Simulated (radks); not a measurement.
The numbers below are computed, except where a source is named.
Q: Excited configurations of Pb2+: one electron is placed in a higher orbital outside [Xe] 4f14 5d10 6s1. The ground configuration is [Hg]. Level of theory: scalar-relativistic Kohn-Sham, r2SCAN, spin-polarised, spherical densities, finite nucleus; open shells are filled with parallel spins first (spin-orbit coupling, left out, can overturn this in heavy ions); meta-GGA in the generalised Kohn-Sham scheme; Fermi nuclear charge, rms radius 5.5012 fm (a radial shooting solver on a logarithmic mesh with Libxc functionals). Excitation = E - E(ground); binding = E(ion) - E, where the ion is the core of charge +3; n* = 3/sqrt(2 binding) in atomic units, and the quantum defect is n - n*.

outer orbital  excitation (eV)  binding (eV)     n*  quantum defect  eigenvalue (eV)  <r> (bohr)
5f                      23.715         8.202  3.864           1.136           -6.380       5.124
6p                       9.441        22.477  2.334           3.666          -18.910       2.683
6f                      26.410         5.508  4.715           1.285           -4.519       9.007
7s                      18.453        13.464  3.016           3.984          -11.736       4.736
7p                      21.367        10.551  3.407           3.593           -9.122       5.730
7d                      24.928         6.989  4.186           2.814           -5.921       7.978
7f                      28.053         3.864  5.629           1.371           -3.256       13.97

Estimate the row for 6d.

A: excitation (eV) 19.851; binding (eV) 12.067; n* 3.186; quantum defect 2.814; eigenvalue (eV) -9.888; <r> (bohr) 4.218. The Delta-SCF ionisation energy is 31.917 eV (NIST Atomic Spectra Database: 31.937 eV, measured). Self-interaction in the functional shifts the binding energies and quantum defects, so they are the method's values and not measured ones.
